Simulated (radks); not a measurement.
Results of a calculation; reference values are marked as such.
Mean orbital radii <r> (bohr) of the copper ion Cu15+, [Ne] 3s2 3p2, at several levels of relativity; Dirac values are averaged over j with weights 2j + 1. Spin-unpolarised spherical Kohn-Sham, PBE, point nucleus unless stated (finite: rms radius 3.8823 fm), a radial shooting solver on a logarithmic mesh with Libxc functionals. A level marked "c x" has the speed of light scaled by that factor and shares open shells by 2j + 1; other Dirac levels either fill j = l - 1/2 first or share by 2j + 1.

shell  non-rel.  Dirac, c x 1.25  Dirac, c x 2  Dirac, c x 5  change of magnitude, last against first (%)
1s      0.05290          0.05241       0.05271       0.05287                                        -0.06
2s       0.2363           0.2340        0.2354        0.2361                                        -0.06
2p       0.2054           0.2045        0.2051        0.2054                                        -0.03
3s       0.6102           0.6060        0.6086        0.6099                                        -0.04
3p       0.5993           0.5975        0.5986        0.5992                                        -0.02
